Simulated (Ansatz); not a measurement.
`N[SiH2][NH][AlH][F]` and `N[SiH2]N[SiH2]Cl` differ in one atom or group.

Ansatz, PBE0-D4/def2-TZVP geometries, multiplicity 1. Each molecule was computed in one conformer, which needn't be the lowest.

```json
{"property": "HOMO energy (PBE0/def2-TZVPP) / eV", "`N[SiH2][NH][AlH][F]`": "-7.44"}
{"property": "LUMO energy (PBE0/def2-TZVPP) / eV", "`N[SiH2][NH][AlH][F]`": "-0.36"}
{"property": "HOMO energy (PBE/def2-TZVPP) / eV", "`N[SiH2][NH][AlH][F]`": "-6.05"}
{"property": "HOMO–LUMO gap (PBE0/def2-TZVPP) / eV", "`N[SiH2][NH][AlH][F]`": "7.09"}
{"property": "HOMO–LUMO gap (ωB97M-V/def2-TZVPP) / eV", "`N[SiH2][NH][AlH][F]`": "10.98"}
{"property": "HOMO–LUMO gap (B3LYP/def2-TZVPP) / eV", "`N[SiH2][NH][AlH][F]`": "6.62"}
```

Give the same properties after the change, and the shifts. (Best estimate.)

Ansatz gave: 
```csv
property,`N[SiH2]N[SiH2]Cl`,shift
HOMO energy (PBE0/def2-TZVPP) / eV,-7.57,-0.13
LUMO energy (PBE0/def2-TZVPP) / eV,0.44,0.80
HOMO energy (PBE/def2-TZVPP) / eV,-6.17,-0.12
HOMO–LUMO gap (PBE0/def2-TZVPP) / eV,8.01,0.92
HOMO–LUMO gap (ωB97M-V/def2-TZVPP) / eV,11.96,0.98
HOMO–LUMO gap (B3LYP/def2-TZVPP) / eV,7.55,0.93
```

With PBE0 the HOMO falls by 0.13 eV and the LUMO rises by 0.80 eV, so the gap widens by about 0.93 eV. PBE moves the HOMO by -0.12 eV and ωB97M-V by -0.13 eV.

B3LYP here is the variant with VWN-RPA as its local correlation; programs differ in this.
